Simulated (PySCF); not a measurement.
Choosing a molecule for a target property.

Each SMILES stands for a single optimised conformer of the isolated species, non-relativistic unless stated; the electronic structure was computed with PySCF and density fitting.

Dipoles, sizes and rotational constants follow the conformer. The torsions of the flexible species, by atom-mapped SMILES:
- `[CH2:1]=[CH:2][Si@H:3]([CH2:4][SiH3:5])[Si:6]([F:7])([F:8])[F:9]`: C1–C2–Si3–C4 114°, C2–Si3–C4–Si5 173°, C2–Si3–Si6–F7 -34°
- `[CH:1]#[C:2][CH2:3][CH2:4][O:5][Si:6]1([F:7])[CH2:8][SiH2:9][CH2:10]1`: C2–C3–C4–O5 -178°, C3–C4–O5–Si6 -167°, C4–O5–Si6–F7 48°
- `[CH3:1][C:2]([CH3:3])([CH3:4])[P:5]([PH2:6])[PH2:7]`: C1–C2–P5–P6 41°, H–P6–P5–C2 175°, H–P6–P5–C2 83°, H–P7–P5–C2 168°, H–P7–P5–C2 -100°
- `[CH2:1]=[CH:2][c:3]1[cH:4][n:5][n:6][n:7]1[SiH:8]([CH3:9])[CH3:10]`: C1–C2–C3–C4 3°, N6–N7–Si8–C9 11°
- `[CH2:1]=[CH:2][C:3](=[CH2:4])[C@H:5]([O:6][CH3:7])[C:8]([F:9])([F:10])[F:11]`: C1–C2–C3–C4 174°, C2–C3–C5–O6 -147°, C3–C5–O6–C7 168°, C3–C5–C8–F9 76°
- `[CH3:1][SiH2:2][CH2:3][C:4](=[O:5])[O:6][SiH2:7][SiH3:8]`: C1–Si2–C3–C4 -50°, Si2–C3–C4–O5 -82°, C3–C4–O6–Si7 -173°, C4–O6–Si7–Si8 4°
- `[CH2:1]=[CH:2][c:3]1[n:4][cH:5][n:6][n:7]1[SiH:8]([CH3:9])[CH3:10]`: C1–C2–C3–N4 2°, N6–N7–Si8–C9 -109°

(1) Wanted: smallest rotational constant below 0.4 GHz (GFN2-xTB) and HOMO energy below -7.5 eV (PBE0/pcSseg-1), at GFN2-xTB geometries. Which candidate meets both?
A. `C=CC1=CN=NN1[SiH](C)C`
B. `CC(C)(C)P(P)P`
C. `C1[Si](OCCC#C)(C[SiH2]1)F`
D. `C=C[Si@H](C[SiH3])[Si](F)(F)F`
E. `C=CC([C@@H](C(F)(F)F)OC)=C`

(2) Wanted: dipole moment above 2.7 D (PBE0/pcSseg-1) and HOMO–LUMO gap above 6 eV (PBE0/pcSseg-1), at GFN2-xTB geometries. Which candidate meets both?
A. `[SiH2](OC(C[SiH2]C)=O)[SiH3]`
B. `CC(C)(C)P(P)P`
C. `C=CC(=C)[C@H](OC)C(F)(F)F`
D. `C=Cc1ncnn1[SiH](C)C`
E. `C=C[Si@H](C[SiH3])[Si](F)(F)F`
F. `C=CC1=CN=NN1[SiH](C)C`
G. `C#CCCO[Si]1(F)C[SiH2]C1`

Answers

(1) C. Computed values:
| species | smallest rotational constant | HOMO energy |
| --- | --- | --- |
| C1[Si](OCCC#C)(C[SiH2]1)F | 0.370 GHz | -7.95 eV |
| C=C[Si@H](C[SiH3])[Si](F)(F)F | 0.509 GHz | -8.36 eV |
| C=CC1=CN=NN1[SiH](C)C | 0.655 GHz | -6.80 eV |
| C=CC([C@@H](C(F)(F)F)OC)=C | 0.801 GHz | -7.03 eV |
| CC(C)(C)P(P)P | 0.925 GHz | -6.16 eV |

(2) E. Computed values:
| species | dipole moment | HOMO–LUMO gap |
| --- | --- | --- |
| CC(C)(C)P(P)P | 1.01 D | 6.09 eV |
| C#CCCO[Si]1(F)C[SiH2]C1 | 1.21 D | 8.43 eV |
| C=CC(=C)[C@H](OC)C(F)(F)F | 1.81 D | 5.97 eV |
| [SiH2](OC(C[SiH2]C)=O)[SiH3] | 2.27 D | 7.68 eV |
| C=Cc1ncnn1[SiH](C)C | 3.04 D | 5.76 eV |
| C=C[Si@H](C[SiH3])[Si](F)(F)F | 3.99 D | 7.34 eV |
| C=CC1=CN=NN1[SiH](C)C | 4.21 D | 5.58 eV |
